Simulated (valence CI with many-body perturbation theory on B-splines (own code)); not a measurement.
**E1 transitions of Au⁷⁺**

Level of theory: valence CI with perturbative core correlation (CI+MBPT): four valence electrons over a frozen Dirac-Fock core [Xe] 4f14, a basis of 7 s, 7 p, 8 d, 6 f, 4 g, 1 h functions for each j, with the one-electron correlation potential Σ1, the two-electron term Σ2, the three-electron term Σ3, Breit, model QED; selected CI, second order for the rest, scaled by the run's own slope (own B-spline code, finite nucleus).

No measured levels were compared; by estimate terms of the open shell hold to 2 to 4 % of their energy, and close levels can change places; different configurations can be misplaced against each other by 1,000 to 8,000 cm⁻¹. The list stops below the first excitations out of the core.

Lines 101 to 150 of 506 in falling wavelength, among levels below 334610 cm⁻¹, chosen from the strongest by gf and those to the six lowest levels. Wavelengths and rates use the calculated energies, so an error of 2000 cm⁻¹ moves a line at 1154 Å by 2.3 % and its rate by three times that or more. Electric multipoles are in the length gauge, E1 and E2 with the static RPA response of the core. Weak lines are less certain than strong ones. Lines between different terms over intervals too small for the method are left out, as are lines whose strength nearly cancels. Where a level lies close to another of its J and parity, the split of strength between their lines is uncertain. The highest levels of a list are the least certain.

Levels are named by their leading jj configuration (3d3/2^4 stands for four electrons in 3d with j = 3/2), which in mixed levels can hold well under half, so a name can repeat and another be missing. Letters in brackets count levels of one name in rising energy.

```csv
λ vac (Å),Upper,Lower,A (s⁻¹),S (a.u.) with core polarisation,S without
1154,(5d3/2^3 6p3/2) J=2,(5d3/2 5d5/2^2 6s) J=2 [b],7.18e+07,2.72e-01,3.41e-01
1147,(5d3/2 5d5/2^2 6p1/2) J=2 [b],(5d3/2 5d5/2^2 6s) J=3 [c],1.59e+07,5.92e-02,7.50e-02
1145,(5d3/2 5d5/2^2 6p1/2) J=5,(5d3/2 5d5/2^2 6s) J=6,2.31e+07,1.88e-01,2.38e-01
1140,(5d3/2^2 5d5/2 6p1/2) J=2 [a],(5d3/2^2 5d5/2 6s) J=1 [a],3.26e+07,1.19e-01,1.51e-01
1138,(5d3/2 5d5/2^2 6p1/2) J=4 [a],(5d3/2 5d5/2^2 6s) J=4 [b],3.74e+07,2.45e-01,3.10e-01
1138,(5d3/2^2 5d5/2 6p1/2) J=0,(5d3/2^2 5d5/2 6s) J=1 [b],4.12e+08,3.00e-01,3.77e-01
1136,(5d3/2^2 5d5/2 6p1/2) J=2 [b],(5d3/2^2 5d5/2 6s) J=1 [b],2.27e+08,8.22e-01,1.03e+00
1135,(5d3/2^3 6p3/2) J=3,(5d3/2 5d5/2^2 6s) J=4 [b],2.82e+07,1.42e-01,1.79e-01
1133,(5d3/2^3 6p3/2) J=1,(5d3/2 5d5/2^2 6s) J=2 [a],4.68e+06,1.01e-02,1.26e-02
1131,(5d3/2 5d5/2^2 6p1/2) J=1,(5d3/2 5d5/2^2 6s) J=0,4.15e+07,8.89e-02,1.11e-01
1128,(5d3/2 5d5/2^2 6p1/2) J=3 [b],(5d3/2 5d5/2^2 6s) J=2 [b],1.34e+08,6.66e-01,8.28e-01
1128,(5d3/2^3 6p3/2) J=3,(5d3/2 5d5/2^2 6s) J=2 [a],1.42e+07,7.03e-02,8.84e-02
1126,(5d3/2^2 5d5/2 6p1/2) J=4 [a],(5d3/2^2 5d5/2 6s) J=3 [b],4.27e+08,2.71e+00,3.39e+00
1121,(5d3/2^2 5d5/2 6p1/2) J=4 [b],(5d3/2 5d5/2^2 6s) J=3 [a],1.22e+07,7.62e-02,9.74e-02
1120,(5d3/2^3 6p3/2) J=2,(5d3/2 5d5/2^2 6s) J=1 [a],1.36e+07,4.73e-02,5.99e-02
1115,(5d3/2 5d5/2^2 6p1/2) J=2 [a],(5d3/2 5d5/2^2 6s) J=2 [a],8.64e+07,2.96e-01,3.73e-01
1114,(5d3/2 5d5/2^2 6p1/2) J=3 [a],(5d3/2 5d5/2^2 6s) J=4 [b],4.65e+07,2.22e-01,2.79e-01
1112,(5d3/2^2 5d5/2 6p1/2) J=5,(5d3/2^2 5d5/2 6s) J=4 [b],4.97e+08,3.72e+00,4.64e+00
1111,(5d3/2^2 5d5/2 6p1/2) J=3 [b],(5d3/2^2 5d5/2 6s) J=4 [b],9.45e+07,4.47e-01,5.61e-01
1110,(5d3/2^2 5d5/2 6p1/2) J=3 [a],(5d3/2^2 5d5/2 6s) J=4 [a],3.62e+07,1.71e-01,2.16e-01
1109,(5d3/2 5d5/2^2 6p1/2) J=2 [b],(5d3/2 5d5/2^2 6s) J=1 [b],3.81e+08,1.28e+00,1.61e+00
1107,(5d3/2 5d5/2^2 6p1/2) J=3 [a],(5d3/2 5d5/2^2 6s) J=2 [a],1.55e+07,7.28e-02,9.05e-02
1101,(5d3/2^2 5d5/2 6p1/2) J=3 [a],(5d3/2^2 5d5/2 6s) J=2 [a],3.06e+08,1.41e+00,1.77e+00
1100,(5d3/2 5d5/2^2 6p1/2) J=0,(5d3/2 5d5/2^2 6s) J=1 [b],2.22e+08,1.46e-01,1.83e-01
1094,(5d3/2 5d5/2^2 6p1/2) J=5,(5d3/2 5d5/2^2 6s) J=4 [b],4.96e+08,3.52e+00,4.39e+00
1087,(5d3/2 5d5/2^2 6p1/2) J=1,(5d3/2 5d5/2^2 6s) J=2 [b],6.38e+07,1.21e-01,1.53e-01
1087,(5d3/2^2 5d5/2 6p1/2) J=1 [b],(5d3/2^2 5d5/2 6s) J=0,2.49e+08,4.73e-01,5.90e-01
1085,(5d3/2 5d5/2^2 6p1/2) J=2 [b],(5d3/2 5d5/2^2 6s) J=2 [b],6.55e+07,2.07e-01,2.59e-01
1084,(5d3/2^2 5d5/2 6p1/2) J=2 [a],(5d3/2^2 5d5/2 6s) J=2 [a],2.70e+08,8.51e-01,1.07e+00
1083,(5d3/2^2 5d5/2 6p1/2) J=3 [b],(5d3/2^2 5d5/2 6s) J=3 [b],3.04e+08,1.34e+00,1.67e+00
1083,(5d3/2 5d5/2^2 6p1/2) J=4 [a],(5d3/2 5d5/2^2 6s) J=3 [b],4.34e+08,2.45e+00,3.06e+00
1080,(5d3/2^3 6p3/2) J=3,(5d3/2 5d5/2^2 6s) J=3 [b],1.77e+08,7.69e-01,9.66e-01
1077,(5d3/2^3 6p1/2) J=2,(5d3/2^3 6s) J=2,5.12e+08,1.58e+00,1.98e+00
1073,(5d3/2 5d5/2^2 6p1/2) J=4 [b],(5d3/2 5d5/2^2 6s) J=4 [b],3.05e+08,1.67e+00,2.09e+00
1072,(5d3/2 5d5/2^2 6p1/2) J=3 [b],(5d3/2 5d5/2^2 6s) J=2 [a],3.20e+07,1.36e-01,1.71e-01
1071,(5d3/2^2 5d5/2 6p1/2) J=4 [a],(5d3/2^2 5d5/2 6s) J=5,7.18e+07,3.92e-01,4.94e-01
1069,(5d3/2 5d5/2^2 6p1/2) J=2 [a],(5d3/2 5d5/2^2 6s) J=3 [b],1.15e+07,3.47e-02,4.37e-02
1065,(5d3/2^2 5d5/2 6p1/2) J=1 [a],(5d3/2^2 5d5/2 6s) J=2 [b],7.16e+08,1.28e+00,1.61e+00
1063,(5d3/2 5d5/2^2 6p1/2) J=4 [a],(5d3/2 5d5/2^2 6s) J=4 [a],3.80e+08,2.03e+00,2.54e+00
1062,(5d3/2^2 5d5/2 6p1/2) J=1 [b],(5d3/2^2 5d5/2 6s) J=1 [b],2.94e+08,5.23e-01,6.53e-01
1061,(5d3/2 5d5/2^2 6p1/2) J=3 [a],(5d3/2 5d5/2^2 6s) J=3 [b],5.30e+07,2.19e-01,2.74e-01
1061,(5d3/2^3 6p3/2) J=3,(5d3/2 5d5/2^2 6s) J=4 [a],3.55e+08,1.46e+00,1.84e+00
1059,(5d3/2 5d5/2^2 6p1/2) J=4 [a],(5d3/2 5d5/2^2 6s) J=5 [a],1.72e+08,9.08e-01,1.14e+00
1057,(5d3/2 5d5/2^2 6p1/2) J=1,(5d3/2 5d5/2^2 6s) J=1 [a],2.98e+08,5.22e-01,6.54e-01
1056,(5d3/2 5d5/2^2 6p1/2) J=2 [b],(5d3/2 5d5/2^2 6s) J=1 [a],1.51e+08,4.37e-01,5.48e-01
1055,(5d3/2^2 5d5/2 6p1/2) J=4 [b],(5d3/2^2 5d5/2 6s) J=4 [b],4.24e+08,2.21e+00,2.77e+00
1052,(5d3/2^2 5d5/2 6p1/2) J=1 [a],(5d3/2^2 5d5/2 6s) J=1 [a],3.84e+08,6.63e-01,8.34e-01
1047,(5d3/2 5d5/2^2 6p1/2) J=0,(5d3/2 5d5/2^2 6s) J=1 [a],1.14e+09,6.45e-01,8.11e-01
1047,(5d3/2^2 5d5/2 6p1/2) J=2 [b],(5d3/2^2 5d5/2 6s) J=2 [b],4.60e+08,1.30e+00,1.63e+00
1042,(5d3/2 5d5/2^2 6p1/2) J=3 [a],(5d3/2 5d5/2^2 6s) J=4 [a],2.57e+08,1.00e+00,1.26e+00
```
